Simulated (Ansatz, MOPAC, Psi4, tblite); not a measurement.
**AlNH2ClF (SMILES [NH2][Al]([F])[Cl]): the zero-point energy at each level's own minimum, rung by rung**

AlNH2ClF, singlet, SMILES `[NH2][Al]([F])[Cl]`. Each level relaxes the structure for itself.

Each level gives the zero-point energy at each level's own minimum (kJ/mol). The values are calculated.

```tsv
level	kind	program	value (kJ/mol)
MNDO	semi-empirical	MOPAC	83.5
PM6	semi-empirical	MOPAC	73.8
PM6-DH+	semi-empirical	MOPAC	73.8
GFN1-xTB	semi-empirical	tblite	72.0
HF/STO-3G	Hartree–Fock	Ansatz	91.3
HF/3-21G	Hartree–Fock	Ansatz	85.5
HF/6-31G* (Cartesian functions)	Hartree–Fock	Ansatz	84.2
PBE/def2-SVP	GGA	Ansatz	76.3
r2SCAN-D4/def2-SVP (density fitting)	meta-GGA	Psi4	78.6
PBE0-D4/def2-TZVP	global hybrid	Ansatz	79.0
```

Harmonic and unscaled. The values span 72.0 to 91.3 kJ/mol.
